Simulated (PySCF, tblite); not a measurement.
Isomers of C5H6F2OSi. Computed with GFN2-xTB (tblite): harmonic, unscaled wavenumbers at the GFN2-xTB geometry, gas phase. The method is semi-empirical: single wavenumbers can be off by several per cent or more. Modes of hydrogen on silicon can be 10 to 20 % off. One conformer each.

Electronic energies: PBE0/pcSseg-1 single points on the GFN2-xTB geometries (PySCF, gas phase).

```json
{"SMILES": "O=C1C=C(C(F)F)C[SiH2]1", "electronic energy, lowest = 0 (kJ/mol)": "219.3"}
{"SMILES": "C=C1OC=C([SiH3])C1(F)F", "electronic energy, lowest = 0 (kJ/mol)": "288.8"}
{"SMILES": "C#C/C=C/CO[SiH](F)F", "electronic energy, lowest = 0 (kJ/mol)": "2.5"}
{"SMILES": "C#C/C=C\\CO[SiH](F)F", "electronic energy, lowest = 0 (kJ/mol)": "0.0"}
```

Question: How do GFN2-xTB zero-point energies change the relative energies?

Answer: 
```csv
SMILES,ZPE (kJ/mol),of it from modes above 1550 cm⁻¹,electronic (kJ/mol),"with ZPE, lowest = 0 (kJ/mol)",lowest mode (cm⁻¹),rings
C#C/C=C\CO[SiH](F)F,254.3,130.3,0.0,0.0,9,0
C#C/C=C/CO[SiH](F)F,253.0,130.0,2.5,1.1,15,0
O=C1C=C(C(F)F)C[SiH2]1,250.6,119.0,219.3,215.6,31,1
C=C1OC=C([SiH3])C1(F)F,242.7,117.7,288.8,277.1,69,1
```

The zero-point energies span 11.6 kJ/mol, from `C=C1OC=C([SiH3])C1(F)F` to `C#C/C=C\CO[SiH](F)F`. The order is unchanged.

Question: And how do the electronic energies of GFN2-xTB itself compare?

Answer: `C#C/C=C\CO[SiH](F)F` 0.0; `C#C/C=C/CO[SiH](F)F` 6.1; `O=C1C=C(C(F)F)C[SiH2]1` 339.2; `C=C1OC=C([SiH3])C1(F)F` 301.1 kJ/mol, lowest = 0. Against the energies above, taken from the same isomer `C#C/C=C\CO[SiH](F)F`, the largest difference is 119.9 kJ/mol.
